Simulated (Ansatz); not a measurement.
**What each rung costs, and what it gives**

Saddle point of CH6SZn, closed shell (CH₄Zn ([CH3][ZnH]) + H₂S → CH₄SZn ([CH3][Zn][SH]) + H₂; bonds formed: Zn1–S5, H2–H4; bonds broken: Zn1–H2, H4–S5), PBE0-D4/def2-TZVP structure:

Zn1  (0.068, -0.212, 0.345)
H2  (0.594, -0.270, 1.982)
C3  (0.081, -1.018, -1.423)
H4  (-0.031, 0.634, 1.979)
S5  (-1.005, 1.818, 1.365)
H6  (-0.888, -1.483, -1.617)
H7  (0.246, -0.247, -2.178)
H8  (0.859, -1.777, -1.513)
H9  (0.076, 2.556, 1.060)
(Å)

Barriers are electronic and count from the start structure reached by relaxing down the imaginary mode.

Computed with Ansatz 0.2.0 (basis: as named in each row); correlated methods freeze the cores. The 3s and 3p shells of Cu and Zn are frozen; filled d shells are correlated. B3LYP uses VWN-RPA correlation. Extrapolation: Hartree–Fock as exp(−7.88 √X), correlation as X^−2.97.

Times are rough, for one single point on 4 threads of a shared host (Intel Xeon).

The estimate by CCSD(T) at an estimated basis limit (MP2 extrapolated from triple and quadruple zeta, plus CCSD(T) − MP2 in triple zeta) is 0.830 eV.

```
      method       basis  time (s)  barrier (eV)  method less estimate
       SPW92    def2-SVP   under 1         0.281                -0.549
          HF      STO-3G         1         1.716                 0.886
      PBE-D4    def2-SVP         1         0.478                -0.352
    B3LYP-D4       6-31G         2         0.692                -0.138
     PBE0-D4    def2-SVP         2         0.614                -0.216
       SPW92  def2-TZVPP         2         0.396                -0.434
      PBE-D4  def2-TZVPP         3         0.583                -0.246
     BLYP-D4  def2-TZVPP         4         0.750                -0.080
     CCSD(T)    def2-SVP         4         0.915                 0.085
    B3LYP-D4  def2-TZVPP         4         0.822                -0.008
    BHLYP-D4  def2-TZVPP         5         0.955                 0.125
     wB97M-V    def2-SVP         6         0.807                -0.023
     PBE0-D4  def2-TZVPP         6         0.690                -0.140
   r2SCAN-D4  def2-TZVPP         6         0.632                -0.198
CAM-B3LYP-D4  def2-TZVPP         6         0.905                 0.075
  RPA on PBE  def2-TZVPP         6         0.939                 0.110
  r2SCAN0-D4  def2-TZVPP         7         0.719                -0.111
    PBE-QIDH  def2-TZVPP         8         0.789                -0.041
      B2PLYP  def2-TZVPP         9         0.854                 0.024
      B97M-V  def2-TZVPP        10         0.779                -0.051
     wB97X-V  def2-TZVPP        11         0.916                 0.086
     wB97M-V  def2-TZVPP        11         0.904                 0.074
      PBE-D4      STO-3G        22         0.830                 0.000
         MP2  def2-QZVPP        25         0.812                -0.018
     CCSD(T)  def2-TZVPP        79         0.899                 0.069
```

All methods are single points on the PBE0-D4 structures.

T1 diagnostic: at most 0.014.

Exchanges of this kind with a chalcogen hydride build sulfide and selenide films.

Labels in which every atom is bracketed show which atoms are joined, not bond orders.
